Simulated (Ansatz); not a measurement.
Ansatz (an electronic-structure program) input:

Ansatz 0.2 input:
```yaml
crystal:
  periodic: [false, false, false]
  atoms:
    - {symbol: C, position_ang: [-0.70583532, -0.33943831, -0.62108635]}
    - {symbol: C, position_ang: [-1.31256885, 1.00222907, -0.84455458]}
    - {symbol: C, position_ang: [-1.56391205, -1.44235629, -0.10568798]}
    - {symbol: C, position_ang: [0.78327126, -0.43214677, -0.45764110]}
    - {symbol: C, position_ang: [1.21904126, 0.03817444, 0.90834876]}
    - {symbol: C, position_ang: [1.92910642, 1.13401479, 1.14449805]}
    - {symbol: H, position_ang: [-1.44425902, 1.55450737, 0.09915756]}
    - {symbol: H, position_ang: [-0.68483800, 1.62736178, -1.48407883]}
    - {symbol: H, position_ang: [-2.30166850, 0.92289885, -1.30256073]}
    - {symbol: H, position_ang: [-2.54093458, -1.45266235, -0.59589390]}
    - {symbol: H, position_ang: [-1.76262143, -1.34169259, 0.97397010]}
    - {symbol: H, position_ang: [-1.09662913, -2.41959310, -0.24911506]}
    - {symbol: H, position_ang: [1.10487247, -1.46952661, -0.60024141]}
    - {symbol: H, position_ang: [1.28530552, 0.17629335, -1.21612667]}
    - {symbol: H, position_ang: [0.87671746, -0.56398314, 1.74582389]}
    - {symbol: H, position_ang: [2.18570081, 1.44071763, 2.15060960]}
    - {symbol: H, position_ang: [2.28373809, 1.76281735, 0.33519465]}
basis:
  gaussian:
    orbitals: STO-3G
hamiltonian:
  xc: {name: PBE0}
magnetization: {spin_polarized: true, initial_magnetization: 1}
```

Q: Which total energy does the run end on?

A: -232.08527 Eh (PBE0/STO-3G). The basis has 41 functions.

It need not be the lowest isomer of its formula.
